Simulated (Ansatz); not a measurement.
Computed with Ansatz on PBE0-D4/def2-TZVP structures; ΔE is electronic, products minus reactants. CCSD(T)/CBS adds triple-zeta CCSD(T) − MP2 to the extrapolated MP2 energy (def2 sets, frozen cores). This one scheme is used for every species. Functionals use def2-TZVPP. B3LYP here is the variant with VWN-RPA as its local correlation; programs differ in this. def2 core potentials past Kr. For I outer-core shells are correlated without core-valence functions, which leaves a few kJ/mol of doubt a bond. One conformer a species, not always the lowest.

Reaction (formal exchange of groups at the Si–C bond): `Cl[SiH2]CI` + BH₃ → `B[SiH2]Cl` + `CI`

`Cl[SiH2]CI`:

Z-matrix (Å, degrees):
```
Si
C 1 1.866
Cl 1 2.049 2 109.8
H 1 1.485 2 109.2 3 -117.8
H 1 1.479 2 110.4 3 120.1
I 2 2.137 1 111.1 3 -65.2
H 2 1.090 1 111.2 3 176.5
H 2 1.089 1 112.3 3 54.0
```

BH₃:

```xyz
4

B     0.000    0.000    0.000
H    -0.653   -0.087    0.995
H    -0.127   -0.807   -0.870
H     0.780    0.894   -0.126
```

`B[SiH2]Cl`:

Z-matrix (Å, degrees):
```
Si
Cl 1 2.064
B 1 2.003 2 113.7
H 1 1.488 2 107.4 3 122.1
H 1 1.488 2 107.4 3 -121.7
H 3 1.193 1 123.6 2 -0.9
H 3 1.197 1 118.0 2 179.3
```

`CI`:

Cartesian coordinates in Å:
```
C 0.072 -0.025 0.215
I -0.596 0.206 -1.793
H 0.319 0.961 0.595
H -0.739 -0.472 0.782
H 0.944 -0.670 0.201
```

(1) Is it downhill or uphill in electronic energy at CCSD(T)/CBS, and by how much? (Best estimate.)

(2) What do these levels give: PBE-D4, B3LYP-D4, ωB97M-V, PBE, SCS-MP2/def2-TZVPP, CCSD(T)/def2-TZVPP? (Best estimate.)

Largest T1 diagnostic among the species: 0.010.

Results:

(1) The calculation gave: Uphill: ΔE = +0.21 eV.

(2) The calculation gave: PBE-D4 0.07, B3LYP-D4 0.16, ωB97M-V 0.21, PBE 0.00, SCS-MP2/def2-TZVPP 0.26, CCSD(T)/def2-TZVPP 0.19 eV.

In def2-TZVPP, CCSD(T) changes the Hartree–Fock value by +0.07 eV (the triples alone add +0.02 eV) and MP2 by +0.18 eV. From PBE to PBE0 (25 % exact exchange), in def2-TZVPP and without D4, ΔE moves by +0.04 eV. The D4 term adds +0.10 eV with B3LYP and +0.06 eV with PBE0; it sums over pairs of atoms, weighted by their polarisabilities, and B3LYP, whose exchange is more repulsive, gets the larger term.
